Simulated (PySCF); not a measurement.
A calculated (LDA, PySCF 2.14, x2c-SVPall, scalar relativity by spin-free X2C-1e) atom or ion has these occupied shells.

```json
{"shell": "1s", "electrons": "2", "orbital energy (eV)": "-2114.7", "rms radius, mean of both spins (bohr)": "0.120"}
{"shell": "2s", "electrons": "2", "orbital energy (eV)": "-211.81", "rms radius, mean of both spins (bohr)": "0.566"}
{"shell": "2p", "electrons": "6", "orbital energy (eV)": "-163.51", "rms radius, mean of both spins (bohr)": "0.542"}
{"shell": "3s", "electrons": "2", "orbital energy (eV)": "-45.740", "rms radius, mean of both spins (bohr)": "1.80"}
```

(1) Name the element and its charge.

## Answers

(1) P³⁺ (phosphorus, charge +3), in [Ne] 3s2, closed-shell 1S.
